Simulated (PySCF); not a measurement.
**What settings do to a single point of [Yb(NH3)2]3+**

The sound run of [Yb(NH3)2]3+ (singlet in the valence; each metal's 4f electrons, 13 of them, lie in its core potential, out of spins and levels) uses PySCF 2.14.0, RKS TPSS, Yb lcecp-1-SVP with ECP59, N def2-SVP, H def2-SVP; non-relativistic Hamiltonian with scalar-relativistic core potentials where named; density fitting; no spin-orbit coupling, grid (50, 194), threshold 1e-8 Eh and 55 cycles, at the relaxed geometry:

```xyz
9

Yb   -0.1898    1.1129   -0.0001
N     0.0289   -0.1814    1.9153
H     0.9163   -0.0358    2.4576
H    -0.7102   -0.0204    2.6433
H     0.0049   -1.2214    1.7878
N     0.0371   -0.1781   -1.9168
H     0.9018   -0.7681   -1.9773
H    -0.7291   -0.8717   -2.0968
H     0.0672    0.3674   -2.8131
```

There Yb1 has a Mulliken charge of 2.02 e and the dipole about the centre of mass is 4.07 D. Each run below changes one thing and starts from free metal ions and neutral atoms unless it says otherwise; with 55 cycles, smearing, a level shift and second-order steps follow where DIIS fails, and their cycles count. Energy shifts count from the sound run. On f atoms grids over 110 angular points are at least (60, 302).

(1) One further run converged with energy shift (eV) -5.08, largest force component (eV/Å) 4.04, charge on Yb1 (e) 1.98, dipole about the centre of mass (D) 4.19. Which change was it?
A. start from the bare core Hamiltonian, limit 80 cycles
B. threshold 1e-06
C. grid (10, 14)

(2) And the other changes listed?

Unsound on purpose, so not properties of the compound: grid (10, 14).

Forces carry noise of the integration grid, about 0.01 to 0.03 eV/Å.

No frequency check is given that shows the relaxed geometry to be a minimum. An lcecp potential fixes the number of 4f electrons, so in runs with it no electron can move into or out of that shell.

Answers

(1) C.

(2) 
```csv
change,outcome,cycles,energy shift (eV),largest force component (eV/Å),charge on Yb1 (e),dipole about the centre of mass (D)
threshold 1e-06,converged,9,0.0000,0.01,2.02,4.06
"start from the bare core Hamiltonian, limit 80 cycles",converged,11,0.0000,0.01,2.02,4.07
```
